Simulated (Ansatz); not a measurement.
C$_{2}$H$_{8}$AlB, SMILES `B[CH2][AlH][CH3]`, one more setting.

```yaml
crystal:
  periodic: [false, false, false]
  atoms:
    - {symbol: B, position_ang: [-1.073064, 1.628995, -0.245025]}
    - {symbol: C, position_ang: [-1.379221, 0.332271, 0.455537]}
    - {symbol: Al, position_ang: [0.443329, -0.404342, 0.784127]}
    - {symbol: C, position_ang: [1.454418, -1.236687, -0.654199]}
    - {symbol: H, position_ang: [-0.866081, 1.654278, -1.427949]}
    - {symbol: H, position_ang: [-0.926829, 2.645375, 0.377976]}
    - {symbol: H, position_ang: [-1.818395, 0.376741, 1.454680]}
    - {symbol: H, position_ang: [-1.794817, -0.474844, -0.159618]}
    - {symbol: H, position_ang: [0.997158, -0.366656, 2.271671]}
    - {symbol: H, position_ang: [1.738696, -2.263459, -0.401547]}
    - {symbol: H, position_ang: [2.390968, -0.691725, -0.819909]}
    - {symbol: H, position_ang: [0.910838, -1.255246, -1.601646]}
basis:
  gaussian: {orbitals: x2c-TZVPPall}
magnetization: {spin_polarized: true, initial_magnetization: 2}
hamiltonian: {xc: {name: PBEsol}}
```

```sh
$ ansatz run in.yaml --threads 2 --pin off --events-out ev --progress --plain --max-ram 4352MiB
```

Output, abridged:

```
Functional definition: PBEsol
1269 factors; their error is unknown
mean field evaluation 1: about -9423.5759 eV, gradient 7.0e1 eV
mean field evaluation 2: about -9209.1511 eV, gradient 1.5e2 eV
mean field evaluation 4: about -9437.2680 eV, gradient 4.1e1 eV
mean field evaluation 8: about -9450.9957 eV, gradient 1.2e1 eV
mean field evaluation 16: about -9452.2381 eV, gradient 1.6e-1 eV
mean field evaluation 32: about -9452.2155 eV, gradient 2.4e-4 eV
mean field -9452.21547086 eV, -347.3625116124 hartree, gradient 5.8e-6 eV, S^2 2.003597; 8 other end points of the search recorded, 0 dependent functions left out
reference -9452.21552728 eV, -347.3625136858 hartree; 20, 18 occupied and 227, 229 virtual orbitals, 1269 factors
Total energy: -9452.21552728 eV, -347.3625136858 hartree
Relativity: scalar
```

It took 7.5 s on 2 threads of an AMD EPYC 9R45 on a shared host, with 0.49 GiB of host memory at the peak.
